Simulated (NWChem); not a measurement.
All runs are NWChem calculations. System: CH$_{2}$I, charge 0, spin multiplicity 2, at a geometry optimised with UPBE0/def2-SVP with def2 effective core potentials on I. The structure started from a generated list of species. Its SCF solution wasn't tested for a lower state. Level: UHF/def2-TZVP with def2 effective core potentials on I.

Job file:

```
start mol
memory heap 200 mb stack 900 mb global 1100 mb
geometry units angstroms nocenter noautoz
  C     -1.760759     0.075395     0.000000
  I      0.285160    -0.007154     0.000000
  H     -2.274464    -0.036603    -0.955464
  H     -2.274464    -0.036603     0.955464
  symmetry group Cs
end
basis spherical
  * library def2-tzvp
end
ecp
  I library def2-ecp
end
scf
  uhf
  nopen 1
  maxiter 100
  thresh 1e-7
  semidirect memsize 60000000 filesize 0
  # guess.movecs holds the orbitals of an unrestricted PBE0 run
  vectors input guess.movecs output mol.movecs
end
task scf energy
```

Part of the output:

```
             Northwest Computational Chemistry Package (NWChem) 7.3.0
             --------------------------------------------------------

                                NWChem Input Module
                                -------------------

 Scaling coordinates for geometry "geometry" by  1.889725989
 (inverse scale =  0.529177249)

 Turning off AUTOSYM since
 SYMMETRY directive was detected!

                             Geometry "geometry" -> ""
                             -------------------------

 Output coordinates in angstroms (scale by  1.889725989 to convert to a.u.)

  No.       Tag          Charge          X              Y              Z
 ---- ---------------- ---------- -------------- -------------- --------------
    1 C                    6.0000    -1.76075900     0.07539500     0.00000000
    2 I                   53.0000     0.28516000    -0.00715400     0.00000000
    3 H                    1.0000    -2.27446400    -0.03660300    -0.95546400
    4 H                    1.0000    -2.27446400    -0.03660300     0.95546400

 Effective nuclear repulsion energy (a.u.)     108.8130726808

            Nuclear Dipole moment (a.u.)
            ----------------------------
        X                 Y               Z
 ---------------- ---------------- ----------------
    -0.0000037795     0.0000037795     0.0000000000

      Symmetry information
      --------------------

 Group name             Cs
 Group number              2
 Group order               2
 No. of unique centers     3

      Symmetry unique atoms

     1    2    3


 Summary of "ao basis" -> "" (spherical)
 ------------------------------------------------------------------------------
       Tag                 Description            Shells   Functions and Types
 ---------------- ------------------------------  ------  ---------------------
 *                         def2-tzvp                  on all atoms

 Summary of "ao basis" -> "ao basis" (spherical)
 ------------------------------------------------------------------------------
       Tag                 Description            Shells   Functions and Types
 ---------------- ------------------------------  ------  ---------------------
 C                         def2-tzvp                11       31   5s3p2d1f
 I                         def2-tzvp                16       50   6s5p3d2f
 H                         def2-tzvp                 4        6   3s1p

                                 NWChem SCF Module
                                 -----------------

  ao basis        = "ao basis"
  functions       =    93
  atoms           =     4
  alpha electrons =    17
  beta  electrons =    16
  charge          =   0.00
  wavefunction    = UHF
  use symmetry    = T
  symmetry adapt  = T

 Summary of "ao basis" -> "ao basis" (spherical)
 ------------------------------------------------------------------------------
       Tag                 Description            Shells   Functions and Types
 ---------------- ------------------------------  ------  ---------------------
 C                         def2-tzvp                11       31   5s3p2d1f
 I                         def2-tzvp                16       50   6s5p3d2f
 H                         def2-tzvp                 4        6   3s1p

      Symmetry analysis of basis
      --------------------------

        a'         60
        a"         33

 Forming initial guess at       0.1s

   Symmetry analysis of molecular orbitals - initial alpha
   -------------------------------------------------------

  Numbering of irreducible representations:

     1 a'          2 a"

  Orbital symmetries:

     1 a'          2 a'          3 a'          4 a'          5 a"
     6 a'          7 a'          8 a"          9 a"         10 a'
    11 a'         12 a'         13 a"         14 a'         15 a'
    16 a"         17 a'         18 a'         19 a'         20 a"
    21 a'         22 a'         23 a'         24 a"         25 a'
    26 a"         27 a"

   Symmetry analysis of molecular orbitals - initial beta
   ------------------------------------------------------

  Numbering of irreducible representations:

     1 a'          2 a"

  Orbital symmetries:

     1 a'          2 a'          3 a'          4 a'          5 a"
     6 a'          7 a'          8 a"          9 a"         10 a'
    11 a'         12 a'         13 a"         14 a'         15 a'
    16 a"         17 a'         18 a'         19 a'         20 a"
    21 a'         22 a'         23 a'         24 a"         25 a"
    26 a'         27 a"

 Starting SCF solution at       0.1s

 ----------------------------------------------
         Quadratically convergent UHF

 Convergence threshold     :          1.000E-07
 Maximum no. of iterations :          100
 Integral*density screening:          1.000E-09
 ----------------------------------------------

              iter       energy          gnorm     gmax       time
             ----- ------------------- --------- --------- --------
                 1     -335.6419485271  3.71D-01  6.26D-02      0.8
                 2     -335.6541449868  3.24D-02  1.58D-02      0.9
                 3     -335.6547845614  1.36D-03  4.97D-04      1.2
                 4     -335.6547855012  2.93D-06  1.17D-06      1.6
                 5     -335.6547855012  5.70D-09  2.11D-09      2.0

       Final UHF  results
       ------------------

         Total SCF energy =   -335.654785501245
      One electron energy =   -678.249729054017
      Two electron energy =    288.045555711689
 Nuclear repulsion energy =     54.549387841083

                       Sz =      0.5000
[...]
    8   -2.2855
    9   -2.2751
   10   -2.2751
   11   -0.9542
   12   -0.7984
   13   -0.6113
   14   -0.4849
   15   -0.3814
   16   -0.3714
   17    0.0857
   18    0.1107
   19    0.1860
   20    0.1989
   21    0.2600
   22    0.2748
   23    0.2860
   24    0.2925
   25    0.3295
   26    0.3334
   27    0.3583

                    UHF Final Alpha Molecular Orbital Analysis
                    ------------------------------------------

 Vector   15  Occ=1.000000D+00  E=-4.716429D-01  Symmetry=a'
              MO Center= -1.1D+00,  9.8D-02,  1.6D-16, r^2= 2.2D+00
   Bfn.  Coefficient  Atom+Function         Bfn.  Coefficient  Atom+Function
  ----- ------------  ---------------      ----- ------------  ---------------
    10      0.358407  1 C  py                 7      0.334742  1 C  py
    48      0.277338  2 I  py                42     -0.235157  2 I  py
    45      0.183027  2 I  py                13      0.180603  1 C  py

 Vector   16  Occ=1.000000D+00  E=-3.713485D-01  Symmetry=a"
              MO Center=  2.2D-01, -6.6D-03, -1.1D-14, r^2= 2.2D+00
   Bfn.  Coefficient  Atom+Function         Bfn.  Coefficient  Atom+Function
  ----- ------------  ---------------      ----- ------------  ---------------
    49      0.564795  2 I  pz                43     -0.450770  2 I  pz
    46      0.353874  2 I  pz                52      0.279598  2 I  pz

 Vector   17  Occ=1.000000D+00  E=-3.380034D-01  Symmetry=a'
              MO Center= -2.5D-01,  2.6D-02,  8.1D-15, r^2= 2.9D+00
   Bfn.  Coefficient  Atom+Function         Bfn.  Coefficient  Atom+Function
  ----- ------------  ---------------      ----- ------------  ---------------
    48      0.501496  2 I  py                42     -0.388615  2 I  py
    45      0.306525  2 I  py                51      0.284958  2 I  py
    10     -0.275187  1 C  py                 7     -0.260369  1 C  py
    13     -0.216413  1 C  py

 Vector   18  Occ=0.000000D+00  E= 9.075648D-02  Symmetry=a'
              MO Center= -6.7D-02, -6.3D-03, -1.2D-13, r^2= 5.9D+00
   Bfn.  Coefficient  Atom+Function         Bfn.  Coefficient  Atom+Function
  ----- ------------  ---------------      ----- ------------  ---------------
     5      1.711272  1 C  s                 50      1.101159  2 I  px
    37     -0.978121  2 I  s                 84     -0.619211  3 H  s
    90     -0.619211  4 H  s                 12      0.465541  1 C  px
    47      0.263963  2 I  px                 4      0.222707  1 C  s
     9      0.211798  1 C  px                41     -0.206790  2 I  px

 Vector   19  Occ=0.000000D+00  E= 1.789759D-01  Symmetry=a'
              MO Center= -1.3D+00, -8.3D-02, -8.9D-13, r^2= 7.6D+00
   Bfn.  Coefficient  Atom+Function         Bfn.  Coefficient  Atom+Function
  ----- ------------  ---------------      ----- ------------  ---------------
    84      2.018474  3 H  s                 90      2.018474  4 H  s
     5     -1.465503  1 C  s                 12      1.431758  1 C  px
    50      1.041106  2 I  px                37     -0.944165  2 I  s
    83     -0.272576  3 H  s                 89     -0.272576  4 H  s
    13      0.169336  1 C  py

 Vector   20  Occ=0.000000D+00  E= 1.949100D-01  Symmetry=a"
              MO Center= -2.1D+00, -1.7D-01,  2.8D-13, r^2= 6.9D+00
   Bfn.  Coefficient  Atom+Function         Bfn.  Coefficient  Atom+Function
  ----- ------------  ---------------      ----- ------------  ---------------
    84      2.769063  3 H  s                 90     -2.769063  4 H  s
    14      2.246796  1 C  pz                52     -0.789748  2 I  pz
    83     -0.358621  3 H  s                 89      0.358621  4 H  s
    49      0.337210  2 I  pz                 8      0.179084  1 C  pz

                     UHF Final Beta Molecular Orbital Analysis
                     -----------------------------------------

 Vector   14  Occ=1.000000D+00  E=-4.849403D-01  Symmetry=a'
              MO Center= -4.2D-01,  1.3D-02,  3.2D-13, r^2= 2.6D+00
   Bfn.  Coefficient  Atom+Function         Bfn.  Coefficient  Atom+Function
  ----- ------------  ---------------      ----- ------------  ---------------
    47      0.399102  2 I  px                41     -0.361900  2 I  px
    44      0.280746  2 I  px                 6     -0.232920  1 C  px
     9     -0.233001  1 C  px                37      0.186636  2 I  s
    36      0.159740  2 I  s

 Vector   15  Occ=1.000000D+00  E=-3.814199D-01  Symmetry=a'
              MO Center=  1.4D-01, -1.8D-03, -8.7D-15, r^2= 2.1D+00
   Bfn.  Coefficient  Atom+Function         Bfn.  Coefficient  Atom+Function
  ----- ------------  ---------------      ----- ------------  ---------------
    48      0.546721  2 I  py                42     -0.439231  2 I  py
    45      0.341981  2 I  py                51      0.255677  2 I  py

 Vector   16  Occ=1.000000D+00  E=-3.714229D-01  Symmetry=a"
              MO Center=  2.0D-01, -7.6D-03,  2.0D-13, r^2= 2.2D+00
   Bfn.  Coefficient  Atom+Function         Bfn.  Coefficient  Atom+Function
  ----- ------------  ---------------      ----- ------------  ---------------
    49      0.564355  2 I  pz                43     -0.450181  2 I  pz
    46      0.353390  2 I  pz                52      0.276156  2 I  pz

 Vector   17  Occ=0.000000D+00  E= 8.574058D-02  Symmetry=a'
              MO Center= -1.5D+00,  1.1D-01,  1.9D-15, r^2= 3.2D+00
   Bfn.  Coefficient  Atom+Function         Bfn.  Coefficient  Atom+Function
  ----- ------------  ---------------      ----- ------------  ---------------
    13      0.732756  1 C  py                51     -0.300327  2 I  py
     7      0.264104  1 C  py                 5      0.225719  1 C  s
    10      0.171756  1 C  py                48     -0.161204  2 I  py

 Vector   18  Occ=0.000000D+00  E= 1.106856D-01  Symmetry=a'
              MO Center= -1.1D-01,  2.6D-02,  4.1D-14, r^2= 6.3D+00
   Bfn.  Coefficient  Atom+Function         Bfn.  Coefficient  Atom+Function
  ----- ------------  ---------------      ----- ------------  ---------------
     5      1.863421  1 C  s                 50      1.195354  2 I  px
    37     -1.085923  2 I  s                 84     -0.653681  3 H  s
    90     -0.653681  4 H  s                 12      0.540017  1 C  px
     4      0.202578  1 C  s                  9      0.202307  1 C  px
    47      0.178496  2 I  px                13     -0.175475  1 C  py

 Vector   19  Occ=0.000000D+00  E= 1.859651D-01  Symmetry=a'
              MO Center= -1.3D+00, -9.0D-02,  6.0D-12, r^2= 7.7D+00
   Bfn.  Coefficient  Atom+Function         Bfn.  Coefficient  Atom+Function
  ----- ------------  ---------------      ----- ------------  ---------------
    84      2.055002  3 H  s                 90      2.055002  4 H  s
    12      1.532616  1 C  px                 5     -1.451358  1 C  s
    50      1.081939  2 I  px                37     -1.018435  2 I  s
    83     -0.293740  3 H  s                 89     -0.293740  4 H  s
    13      0.161420  1 C  py

 center of mass
 --------------
 x =   0.14044988 y =  -0.00103104 z =   0.00000000

 moments of inertia (a.u.)
 ------------------
           6.847430655432           5.993634125130           0.000000000000
           5.993634125130         210.733387095263           0.000000000000
           0.000000000000           0.000000000000         204.438515628201

  Mulliken analysis of the total density
  --------------------------------------

    Atom       Charge   Shell Charges
 -----------   ------   -------------------------------------------------------
    1 C    6     6.35   0.85  1.12  0.48  0.75  0.11  1.15  1.42  0.40  0.01  0.05  0.00
    2 I   25    24.96   0.19 -0.77  1.58  1.01  1.09  0.81 -0.49  6.45  1.34  2.72  0.97  9.23  0.77  0.06  0.01  0.00
    3 H    1     0.84   0.26  0.48  0.08  0.02
    4 H    1     0.84   0.26  0.48  0.08  0.02

  Mulliken analysis of the alpha density
  --------------------------------------

    Atom       Charge   Shell Charges
 -----------   ------   -------------------------------------------------------
    1 C    6     3.78   0.43  0.56  0.26  0.41  0.07  0.78  0.96  0.28  0.00  0.02  0.00
    2 I   25    12.45   0.09 -0.38  0.79  0.50  0.55  0.40 -0.24  3.22  0.66  1.34  0.48  4.62  0.39  0.03  0.01  0.00
    3 H    1     0.38   0.12  0.22  0.03  0.01
    4 H    1     0.38   0.12  0.22  0.03  0.01

   Mulliken analysis of the beta density
   -------------------------------------

    Atom       Charge   Shell Charges
 -----------   ------   -------------------------------------------------------
    1 C    6     2.57   0.43  0.56  0.22  0.34  0.04  0.38  0.45  0.11  0.01  0.02  0.00
    2 I   25    12.51   0.09 -0.38  0.79  0.50  0.54  0.41 -0.25  3.22  0.67  1.38  0.49  4.61  0.38  0.02  0.01  0.00
    3 H    1     0.46   0.14  0.26  0.05  0.01
    4 H    1     0.46   0.14  0.26  0.05  0.01

   Mulliken analysis of the spin density
   -------------------------------------

    Atom       Charge   Shell Charges
 -----------   ------   -------------------------------------------------------
    1 C    6     1.21   0.00 -0.00  0.05  0.07  0.02  0.40  0.51  0.17 -0.00 -0.00 -0.00
    2 I   25    -0.05   0.00 -0.00  0.00 -0.00  0.00 -0.00  0.00 -0.00 -0.01 -0.04 -0.01  0.00  0.00  0.01  0.00  0.00
    3 H    1    -0.08  -0.02 -0.05 -0.02  0.01
    4 H    1    -0.08  -0.02 -0.05 -0.02  0.01

       Multipole analysis of the density wrt the origin
       ------------------------------------------------

     L   x y z        total         alpha         beta         nuclear
     -   - - -        -----         -----         ----         -------
     0   0 0 0     -0.000000    -17.000000    -16.000000     33.000000

     1   1 0 0     -0.480053      8.879492      5.728938    -15.088483
     1   0 1 0     -0.057375     -0.371912     -0.064002      0.378539
     1   0 0 1     -0.000000     -0.000000     -0.000000      0.000000

     2   2 0 0    -21.771321    -71.909550    -60.496600    110.634830
     2   1 1 0      0.202567      1.907207      0.727293     -2.431934
     2   1 0 1     -0.000000     -0.000000     -0.000000      0.000000
     2   0 2 0    -26.453034    -14.534648    -12.054321      0.135934
     2   0 1 1      0.000000      0.000000      0.000000      0.000000
     2   0 0 2    -24.987268    -15.916492    -15.590907      6.520131

 Task  times  cpu:        2.0s     wall:        2.0s

 Total times  cpu:        2.0s     wall:        2.0s
```
